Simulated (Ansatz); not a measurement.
Consider the formal exchange of groups at the Si–C bond: `C[SiH]1C=N1` + `N=C(Br)C=O` → `Br[SiH]1C=N1` + `CC(=N)C=O`.

Computed with Ansatz on PBE0-D4/def2-TZVP structures; ΔE is electronic, products minus reactants. CCSD(T)/CBS is the MP2 limit (def2-TZVPP, def2-QZVPP) plus CCSD(T) − MP2 in def2-TZVPP, frozen cores. DFT in def2-TZVPP. For Br outer-core shells are correlated without core-valence functions, which leaves a few kJ/mol of doubt a bond. Scalar relativity is left out up to krypton. Each species was taken in one conformer, which may not be the lowest.

CCSD(T)/CBS gives -101.8 kJ/mol.

Question: Another level gave -99.3 kJ/mol. Which?
A. CAM-B3LYP/def2-TZVPP
B. revPBE/def2-TZVPP
C. B97M-V/def2-TZVPP
D. LC-ωPBE/def2-TZVPP

Answer: A. CAM-B3LYP -99.3, revPBE -84.8, B97M-V -93.6, LC-ωPBE -103.6 kJ/mol.

Largest T1 diagnostic among the species: 0.014.

From BLYP to BHLYP (50 % exact exchange), in def2-TZVPP and without D4, ΔE moves by −22.0 kJ/mol. Leaving LDA and LC-ωPBE aside and taking each functional with its dispersion term where it has one, the values, not all of them listed here, spread over 22.9 kJ/mol, from BHLYP-D4 to BLYP-D4. At CCSD(T), def2-SVP lies −4.4 kJ/mol from the extrapolated value and def2-TZVPP +5.1 kJ/mol.
